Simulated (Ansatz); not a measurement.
Cost and result up the ladder for Mg₃O₂ (5 atoms). Total charge 0; singlet. Geometry: PBE-D4/def2-SVP.

Cartesian coordinates in Å:
```
Mg -1.825 -0.479 0.311
Mg 0.310 -1.119 -1.519
Mg 0.807 0.851 0.643
O -0.902 0.751 1.359
O 1.611 -0.004 -0.794
```

Ansatz on 4 threads of Arm Neoverse V2 on a shared host. Times are rough, and most runs start from the orbitals of an earlier one. No level here is sound enough to serve as a yardstick. Binding counts from free atoms at the same level (Mg singlet, O triplet; other spins of the atoms weren't run), without zero-point energy or a counterpoise term.

Correlated methods freeze 5 core orbitals; core or outer-core shells of Mg are correlated, in sets that lack core-valence functions. The structure comes from a short search, and lower isomers may exist.

Run but left out: HF/def2-TZVP (restricted singlet, unstable in another Hartree–Fock run and untested here).

Correlated methods converge slowly with the basis.

| level | functions | wall time |
| --- | --- | --- |
| PBE-D4/def2-TZVP (with forces) | 158 | 1.2 s |
| PBE0-D4/def2-TZVP | 158 | 1.6 s |
| r2SCAN-D4/def2-TZVP | 158 | 2.1 s |
| ωB97M-V/def2-TZVP | 158 | 4.7 s |
| CCSD(T)/def2-TZVPP | 158 | 44 s |

Question: Estimate what each level gives for the binding energy per atom (eV).

Answer: 
```csv
level,binding energy per atom (eV),remarks
PBE-D4/def2-TZVP (with forces),2.69,restricted SCF unstable in HF
PBE0-D4/def2-TZVP,2.48,restricted SCF unstable in HF
r2SCAN-D4/def2-TZVP,2.68,restricted SCF unstable in HF
ωB97M-V/def2-TZVP,2.46,restricted SCF unstable in HF
CCSD(T)/def2-TZVPP,2.40,restricted SCF unstable
```
